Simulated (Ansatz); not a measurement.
All values below come from frozen-core CCSD(T)/def2-TZVPP (Ansatz, a quantum-chemistry and plane-wave program).

Ansatz 0.2 input:
```yaml
crystal:
  periodic: [false, false, false]
  atoms:
    - { symbol: I, position_ang: [0.0, 0.0, 0.0] }
basis:
  gaussian: { orbitals: def2-TZVPP }
correlation:
  method: ccsd_t
magnetization:
  spin_polarized: true
  initial_magnetization: 1
```

Output:

```
Functional definition: HF
336 factors; integrals over basis functions are off by at most 1.8e-4 eV
mean field evaluation 1: about -8072.3084 eV, gradient 4.7e0 eV
mean field evaluation 2: about -8072.3088 eV, gradient 4.7e0 eV
mean field evaluation 4: about -8072.4861 eV, gradient 4.6e-1 eV
mean field evaluation 8: about -8072.4909 eV, gradient 5.2e-3 eV
mean field evaluation 16: about -8072.4874 eV, gradient 5.8e-1 eV
mean field evaluation 32: about -8072.4908 eV, gradient 3.1e-3 eV
mean field evaluation 64: about -8072.4908 eV, gradient 2.0e-2 eV
mean field -8072.49085288 eV, -296.6585671125 hartree, gradient 5.2e-6 eV, S^2 0.759764; 4 other end points of the search recorded, 0 dependent functions left out
4 core orbitals not correlated
reference -8072.49085288 eV, -296.6585671125 hartree; 9, 8 occupied and 37, 38 virtual orbitals, 336 factors
second order -12.71019879 eV of doubles, -0.00000000 eV of singles
cycle   1  -11.86552547 eV  change    8.4e-1 eV  update   5.5e-2
cycle   2  -12.12968206 eV  change   -2.6e-1 eV  update   1.3e-2
cycle   3  -12.13707144 eV  change   -7.4e-3 eV  update   4.8e-3
cycle   4  -12.13517709 eV  change    1.9e-3 eV  update   8.9e-4
cycle   5  -12.13570150 eV  change   -5.2e-4 eV  update   1.6e-4
cycle   6  -12.13563482 eV  change    6.7e-5 eV  update   4.5e-5
cycle   7  -12.13563699 eV  change   -2.2e-6 eV  update   1.1e-5
perturbative correction -0.19453701 eV, -0.0071491031 hartree
Total energy: -8084.82102687 eV, -297.1116926491 hartree
```

Cost: around 4 core-seconds (rough).
